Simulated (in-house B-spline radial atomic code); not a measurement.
**RPA and G0W0 on LDA VWN5: V8+**

Configuration [Ne] 3s2 3p3, highest spin, mean-field start LDA VWN5. Computed with a B-spline radial code for spherical atoms: all electrons, non-relativistic, point nucleus, each spin shell either full or empty, empty states to l = 9 with an (l + 1/2)⁻⁴ tail; G0W0 by contour deformation at full frequency.

Command:
```bash
python run_gw.py task.json out
```
Settings (radii: box in bohr, nucleus in fm):
```
Z                        23
electrons                15
configuration            [Ne] 3s2 3p3
hamiltonian              nr
method                   lda,vwn
lmax                     9
spin_polarised           True
box_radius               7.7
intervals                47
```

Time taken, with all properties: 2 s on 1 thread of Arm Neoverse N1, with other jobs on the host.

Energies (hartree):

| term | value |
| --- | --- |
| mean-field total | -919.03916 |
| Hartree-Fock functional on these orbitals | -920.62207 |
| direct second order | -1.1339 |
| second-order exchange | 0.4128 |
| SOSEX correction | 0.37342 |

(1) What is the RPA correlation energy, and what remains with SOSEX?

Quasi-particle levels (eV):

```tsv
level	occupied	mean field	Σx - vxc	Σc	QP weight	G0W0
3p up	yes	-191.50	-12.56	?	?	?
3s down	yes	-211.33	-8.08	-3.69	0.961	-223.10
2p down	yes	-673.92	-42.05	7.72	0.940	-708.25
3p down	no	-184.87	14.64	-3.84	0.954	-174.07
```

G0W0 = mean field + (Σx - vxc) + Σc, with Σc (partial-wave tail included) taken at the quasi-particle energy. Only the outer levels were computed. Levels of low weight are left out.

(2) Where does G0W0 put 3p up?

Answers

(1) RPA gives -0.99661 hartree (-1.81 eV per electron); RPA + SOSEX gives -0.62319, and the second-order doubles -0.72111 hartree (no singles). SOSEX takes back 37 % of the RPA value.

(2) At -204.20 eV, with Σc = -0.15 eV and a quasi-particle weight of 0.954. The tabulated removal energy is 206 ± 0.4 eV (NIST, semi-empirical); the calculation leaves out relativity, Breit and QED terms, and what these don't explain is the method's own error.
